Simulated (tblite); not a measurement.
C6H13PS.
Atom-mapped SMILES: `[CH2:1]=[CH:2][CH2:3][P@@H:4](=[S:5])[CH2:6][CH2:7][CH3:8]` (hydrogens: H9, H10 on C1; H11 on C2; H12, H13 on C3; H14 on P4; H15, H16 on C6; H17, H18 on C7; H19, H20, H21 on C8)

Computed with GFN2-xTB (tblite), gas phase: L-BFGS steps from a force-field or distance-geometry start until the largest atomic force falls under 0.01 eV/Å.

Step 28: E = -686.7687 eV
```
atom  x, y, z in Å  |  force x, y, z in eV/Å
C1      2.7413    0.6930    1.2845   -0.001  -0.007  -0.023
C2      2.3289    0.7047    0.0299    0.002  -0.012   0.001
C3      1.9662   -0.5115   -0.7501    0.017  -0.003   0.000
P4      0.1598   -0.5124   -1.1615    0.025   0.002  -0.002
S5     -0.3989   -1.7547   -2.5297   -0.015  -0.018   0.001
C6     -0.6761   -0.6862    0.4676   -0.018   0.016   0.018
C7     -2.1909   -0.5583    0.3477   -0.024   0.008  -0.005
C8     -2.6194    0.8586   -0.0077   -0.003   0.013  -0.007
H9      2.9810    1.6005    1.8110    0.004  -0.008   0.010
H10     2.8665   -0.2281    1.8299   -0.006  -0.002   0.020
H11     2.2157    1.6418   -0.5012    0.015   0.000   0.009
H12     2.1928   -1.4338   -0.2058   -0.028   0.006  -0.005
H13     2.4984   -0.5426   -1.7080   -0.028   0.015   0.002
H14    -0.0094    0.8395   -1.4705   -0.015   0.041  -0.009
H15    -0.2717    0.0510    1.1643    0.035   0.020   0.009
H16    -0.4112   -1.6893    0.8235    0.010   0.006  -0.004
H17    -2.5417   -1.2482   -0.4243   -0.013  -0.015   0.006
H18    -2.6489   -0.8500    1.2959    0.013  -0.017   0.005
H19    -2.2906    1.1155   -1.0136    0.017  -0.010  -0.011
H20    -2.1987    1.5776    0.6931    0.022  -0.001   0.004
H21    -3.7022    0.9500    0.0246   -0.009  -0.033  -0.018
```

Step 29: E = -686.7690 eV
```
atom  x, y, z in Å  |  force x, y, z in eV/Å
C1      2.7412    0.6918    1.2850   -0.002  -0.007  -0.010
C2      2.3296    0.7037    0.0304    0.012  -0.008  -0.014
C3      1.9667   -0.5107   -0.7511   -0.006  -0.010  -0.006
P4      0.1599   -0.5112   -1.1602    0.000   0.007  -0.008
S5     -0.4019   -1.7539   -2.5275   -0.007  -0.007   0.012
C6     -0.6760   -0.6852    0.4697    0.000   0.021   0.012
C7     -2.1907   -0.5584    0.3484   -0.015   0.001  -0.006
C8     -2.6193    0.8576   -0.0090   -0.005   0.017  -0.005
H9      2.9786    1.6004    1.8109    0.010  -0.016   0.015
H10     2.8661   -0.2295    1.8300   -0.007   0.003   0.024
H11     2.2191    1.6408   -0.5005    0.007   0.012   0.003
H12     2.1922   -1.4342   -0.2095   -0.018  -0.008   0.009
H13     2.4957   -0.5415   -1.7102   -0.014   0.020  -0.008
H14    -0.0096    0.8417   -1.4694   -0.011   0.024  -0.004
H15    -0.2718    0.0525    1.1660    0.033   0.023   0.009
H16    -0.4093   -1.6877    0.8261    0.004   0.007  -0.007
H17    -2.5382   -1.2494   -0.4238   -0.024  -0.019  -0.004
H18    -2.6502   -0.8509    1.2953    0.013  -0.013   0.011
H19    -2.2892    1.1139   -1.0146    0.016  -0.012  -0.015
H20    -2.1998    1.5775    0.6913    0.028   0.004   0.010
H21    -3.7020    0.9497    0.0224   -0.014  -0.038  -0.021
```

Step 30: E = -686.7693 eV
```
atom  x, y, z in Å  |  force x, y, z in eV/Å
C1      2.7411    0.6905    1.2853   -0.001  -0.007   0.007
C2      2.3304    0.7027    0.0307    0.019  -0.001  -0.023
C3      1.9670   -0.5102   -0.7521   -0.028  -0.011  -0.010
P4      0.1599   -0.5098   -1.1593   -0.027   0.015  -0.009
S5     -0.4047   -1.7534   -2.5253    0.001   0.005   0.023
C6     -0.6760   -0.6839    0.4718    0.019   0.024   0.001
C7     -2.1907   -0.5585    0.3489    0.001  -0.007  -0.003
C8     -2.6193    0.8571   -0.0103   -0.004   0.011  -0.001
H9      2.9765    1.6000    1.8110    0.015  -0.024   0.016
H10     2.8656   -0.2307    1.8307   -0.009   0.007   0.025
H11     2.2226    1.6401   -0.4996    0.000   0.019  -0.003
H12     2.1909   -1.4348   -0.2129   -0.008  -0.020   0.019
H13     2.4929   -0.5400   -1.7123    0.001   0.020  -0.017
H14    -0.0102    0.8442   -1.4689   -0.006   0.003   0.002
H15    -0.2713    0.0543    1.1676    0.024   0.020   0.005
H16    -0.4073   -1.6861    0.8282   -0.002   0.012  -0.008
H17    -2.5354   -1.2509   -0.4232   -0.030  -0.016  -0.008
H18    -2.6511   -0.8520    1.2951    0.012  -0.007   0.013
H19    -2.2876    1.1122   -1.0158    0.012  -0.012  -0.013
H20    -2.2003    1.5775    0.6898    0.025   0.004   0.010
H21    -3.7020    0.9487    0.0200   -0.014  -0.035  -0.023
```

Step 31: E = -686.7698 eV
```
atom  x, y, z in Å  |  force x, y, z in eV/Å
C1      2.7410    0.6889    1.2858   -0.001  -0.006   0.021
C2      2.3317    0.7014    0.0308    0.023   0.006  -0.025
C3      1.9668   -0.5097   -0.7534   -0.042  -0.008  -0.011
P4      0.1593   -0.5077   -1.1583   -0.050   0.022  -0.006
S5     -0.4080   -1.7529   -2.5223    0.007   0.016   0.030
C6     -0.6756   -0.6818    0.4742    0.031   0.022  -0.012
C7     -2.1908   -0.5587    0.3495    0.019  -0.013   0.002
C8     -2.6193    0.8566   -0.0119   -0.001  -0.003   0.002
H9      2.9745    1.5991    1.8114    0.019  -0.031   0.014
H10     2.8649   -0.2320    1.8322   -0.012   0.011   0.021
H11     2.2269    1.6397   -0.4985   -0.006   0.019  -0.008
H12     2.1888   -1.4358   -0.2164    0.002  -0.025   0.022
H13     2.4895   -0.5380   -1.7150    0.014   0.017  -0.022
H14    -0.0112    0.8474   -1.4685   -0.001  -0.018   0.006
H15    -0.2700    0.0568    1.1696    0.010   0.014  -0.003
H16    -0.4049   -1.6838    0.8303   -0.007   0.018  -0.010
H17    -2.5327   -1.2531   -0.4225   -0.029  -0.006  -0.006
H18    -2.6519   -0.8535    1.2951    0.012   0.003   0.010
H19    -2.2853    1.1098   -1.0174    0.004  -0.011  -0.005
H20    -2.2004    1.5774    0.6882    0.014  -0.001   0.003
H21    -3.7023    0.9469    0.0166   -0.006  -0.027  -0.023
```

Problem. Estimate the geometry and energy of step 32. (The exact step hangs on the optimiser's Hessian estimate; all steps are aligned on step 31, rigid shifts and turns removed.)

Solution. E = -686.7702 eV, largest force 0.060 eV/Å
```
atom  x, y, z in Å  |  force x, y, z in eV/Å
C1      2.7409    0.6868    1.2865   -0.003  -0.005   0.024
C2      2.3337    0.6999    0.0307    0.020   0.010  -0.019
C3      1.9659   -0.5093   -0.7552   -0.041  -0.001  -0.009
P4      0.1579   -0.5047   -1.1573   -0.055   0.023   0.002
S5     -0.4117   -1.7522   -2.5183    0.008   0.020   0.028
C6     -0.6747   -0.6788    0.4767    0.030   0.016  -0.019
C7     -2.1905   -0.5592    0.3503    0.032  -0.014   0.006
C8     -2.6193    0.8558   -0.0137    0.005  -0.022   0.004
H9      2.9727    1.5976    1.8123    0.025  -0.034   0.011
H10     2.8638   -0.2333    1.8346   -0.017   0.011   0.013
H11     2.2320    1.6395   -0.4974   -0.009   0.012  -0.010
H12     2.1860   -1.4372   -0.2202    0.008  -0.017   0.014
H13     2.4855   -0.5352   -1.7185    0.020   0.009  -0.016
H14    -0.0125    0.8509   -1.4683    0.003  -0.029   0.009
H15    -0.2682    0.0600    1.1720   -0.007   0.008  -0.012
H16    -0.4021   -1.6807    0.8324   -0.009   0.022  -0.012
H17    -2.5302   -1.2557   -0.4215   -0.020   0.009   0.002
H18    -2.6524   -0.8553    1.2954    0.014   0.016   0.006
H19    -2.2825    1.1067   -1.0192   -0.005  -0.011   0.006
H20    -2.2002    1.5773    0.6863   -0.005  -0.008  -0.008
H21    -3.7028    0.9440    0.0121    0.007  -0.015  -0.020
```

The energy changes by -0.0005 eV. The first-order estimate −F·Δx gives -0.0007 eV and the mean of the old and new forces, exact on a quadratic surface, -0.0005 eV. The step makes an angle of 74° with the force vector and moves no atom by more than 0.006 Å.

What follows is the cost of the whole relaxation. On one thread, Arm Neoverse V1 (aarch64), on a shared host, this took 1.0 s of wall time.
